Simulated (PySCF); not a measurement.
**Mayer bond orders and bond lengths**

C3H9ClO3Si.
Numbering: `[CH3:1][O:2][Si:3]([Cl:4])([O:5][CH3:6])[O:7][CH3:8]` (hydrogens: H9, H10, H11 on C1; H12, H13, H14 on C6; H15, H16, H17 on C8)

Structure used (GFN2-xTB), in Å, numbered top down from 1:
```
atom  x, y, z in Å
C1     2.659   -0.449    0.047
O2     1.517    0.287    0.411
Si3   -0.030    0.003    0.057
Cl4   -0.297    0.027   -1.954
O5    -0.441   -1.437    0.654
C6    -1.689   -2.086    0.638
O7    -0.943    1.135    0.753
C8    -0.911    2.532    0.588
H9     3.523    0.068    0.463
H10    2.603   -1.461    0.449
H11    2.749   -0.500   -1.040
H12   -2.433   -1.491    1.169
H13   -2.024   -2.245   -0.389
H14   -1.560   -3.047    1.136
H15    0.069    2.925    0.864
H16   -1.675    2.951    1.242
H17   -1.125    2.799   -0.448
```

Bond orders from the PBE0/pcSseg-1 density (PySCF). One conformer (not necessarily the lowest) at the GFN2-xTB geometry, without solvent, vibrations or thermal averaging.

Problem. How far do the computed orders between heavy atoms stray from the drawn ones?

Solution. The largest departure is 0.123, at O5–C6 (drawn single, 0.877), O7–C8 (drawn single, 0.877) and C1–O2 (drawn single, 0.878). Drawn single, order below 0.88: C1–O2 (0.878), O5–C6 (0.877) and O7–C8 (0.877).

Problem. Give the Mayer order of every bond, beside its length.

Solution. 
```tsv
bond	drawn as	length (Å)	Mayer order
C1–O2	single	1.407	0.878
O2–Si3	single	1.612	1.043
Si3–Cl4	single	2.029	0.928
Si3–O5	single	1.612	1.044
O5–C6	single	1.406	0.877
Si3–O7	single	1.612	1.044
O7–C8	single	1.407	0.877
C1–H9	single	1.090	0.971
C1–H10	single	1.090	0.964
C1–H11	single	1.092	0.965
C6–H12	single	1.090	0.964
C6–H13	single	1.092	0.965
C6–H14	single	1.090	0.971
C8–H15	single	1.090	0.964
C8–H16	single	1.090	0.971
C8–H17	single	1.092	0.965
```

Problem. Sum the orders of all bonds at each heavy atom with more than one neighbour and set the sums beside the valence in the SMILES.

Solution. C1 3.778 (drawn 4), O2 1.921 (drawn 2), Si3 4.059 (drawn 4), O5 1.921 (drawn 2), C6 3.777 (drawn 4), O7 1.921 (drawn 2), C8 3.777 (drawn 4). Orders between atoms that aren't bonded are not in these sums.

For a closed shell the Mayer order of atoms A and B is Σ (PS)μν (PS)νμ over the basis functions μ on A and ν on B, with P the density and S the overlap matrix.

These values come from a run that also computed NMR shieldings. On an Arm Neoverse N1 with one thread, no GPU (shared host), this took 46 s of wall time and 0.87 GiB of memory at its peak.
